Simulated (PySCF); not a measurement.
# Steps of a relaxation of [HfF2]2+

[HfF2]2+ (singlet). PySCF 2.14.0, RKS PBE0, Hf def2-SVP with ECP60, F def2-SVP; non-relativistic Hamiltonian with scalar-relativistic core potentials where named; density fitting; no spin-orbit coupling. Origin of the start: template. Columns: position (Å) and force (eV/Å). Energies are counted from the last step; some of the 6 steps are shown. Forces carry noise of the integration grid, about 0.01 to 0.03 eV/Å.

Run from Python with OMP_NUM_THREADS=2. Where DIIS fails, smearing, a level shift and second-order steps follow.
It took 4.9 s on 2 threads of Arm Neoverse V2 (shared host), from the converged density of the start.

```xyz
3
step 0  E = 0.492 eV
Hf    0.0000    0.0000   -0.1323     0.00    0.00    0.01
F     1.6956    0.0000    0.6265    -1.72    0.00   -0.01
F    -1.6956    0.0000    0.6265     1.72    0.00   -0.01
```

```xyz
3
step 2  E = 0.045 eV
Hf    0.0000    0.0000   -0.3456     0.00    0.00    0.81
F     1.4692    0.0000    0.7332    -0.89    0.00   -0.40
F    -1.4692    0.0000    0.7332     0.89    0.00   -0.40
```

```xyz
3
step 3  E = 0.002 eV
Hf    0.0000    0.0000   -0.3876     0.00    0.00    0.37
F     1.3975    0.0000    0.7541    -0.22    0.00   -0.18
F    -1.3975    0.0000    0.7541     0.22    0.00   -0.18
```

Task: Where does the relaxation end?

Result: It converges at step 5 in C2v:
```xyz
3
step 5  E = 0
Hf    0.0000    0.0000   -0.3853
F     1.3919    0.0000    0.7530
F    -1.3919    0.0000    0.7530
```

Task: How did the contacts change?

Result: 
```tsv
contact	start (Å)	end (Å)
Hf1–F2 (F)	1.858	1.798
Hf1–F3 (F)	1.858	1.798
```
